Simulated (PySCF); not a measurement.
# Stationary points of H2SeS

Computed with PBE0 in PySCF with Se def2-TZVP, S def2-TZVP, H def2-TZVP; no relativity; density-fitted integrals.

Relaxations began from a few typed shapes. The search is not exhaustive: other isomers or separated fragments can lie lower, and high-lying points may rest on an excited occupation.

Q: Order these stationary points by electronic energy, lowest first, in kJ/mol from the lowest minimum.
A. singlet C2v: Se–H 1.461 Å (×2), Se–S 2.119 Å; H–Se–H 104.8°, H–Se–S 127.6° (×2)
B. singlet Cs: Se–H 1.500 Å (×2), Se–S 2.093 Å; H–Se–H 88.0°, H–Se–S 106.4° (×2)

A: B (0.0), A (134.7).

Q: Which of them are minima?

A: By energy in kJ/mol, 0.0: minimum; 134.7: saddle point, 1 imaginary mode.

Counting electrons, selenium keeps 2 of its valence electrons outside its bonds, so the VSEPR class is AX3E1 and the expected shape is trigonal pyramidal; with unlike ligands the computed point group is Cs.
